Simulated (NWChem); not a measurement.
Species: Ga cation, singlet

All runs: NWChem. Low-valent species are run as closed-shell singlets; no triplet was tried in these runs. Total energies of different functionals are on different scales.

```
level                                  energy (Ha)  highest occupied level (eV)  orbital gap (eV)
-------------------------------------  -----------  ---------------------------  ----------------
B3LYP/def2-TZVP                         -1924.6405                       -16.92               ___
PBE/def2-TZVP                           -1924.2956                       -16.03              6.97
LDA (Slater exchange, VWN5)/def2-TZVP   -1921.5597                       -16.34              7.06
PBE0/def2-TZVP                          -1924.3317                       -16.91              8.73
N12/def2-TZVP                           -1925.6128                       -15.92              6.92
BHandHLYP/def2-TZVP                     -1924.5695                       -17.81             10.41
HCTH/407/def2-TZVP                      -1925.6157                       -16.02              6.88
```

Q: Some entries are withheld; supply them.

A: 
- B3LYP/def2-TZVP, orbital gap (eV): 8.39
